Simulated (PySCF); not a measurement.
# Correlation energy of Ge (germanium, neutral)

[Ar] 3d10 4s1 4p2 4d1, one real determinant (an excited configuration). Calculation: PySCF 2.14, in aug-cc-pVTZ-PP with ECP10MDF (6s5p4d2f, 55 functions); scalar relativity through the core potential. Frozen: 3s2 3p6 3d10; 4 electrons correlated.

```
  level  correlation energy (mhartree)
   CCSD                         -26.47
    (T)                          -2.35
CCSD(T)                         -28.82
```

Diagnostics: T1 = 0.026, D1 = 0.0704, largest double amplitude 0.303.

Task: Is a single reference adequate?

Result: Not fully. The real determinant used has ⟨L²⟩ near 8 against 12 for a pure F term, so it mixes terms. The outer electron is Rydberg-like, and this basis confines it to a smaller radius and binds it less than a complete one would. A double-excitation amplitude exceeds 0.15, a sign of near-degeneracy.

The reference is one real determinant that mixes LS terms of this configuration.
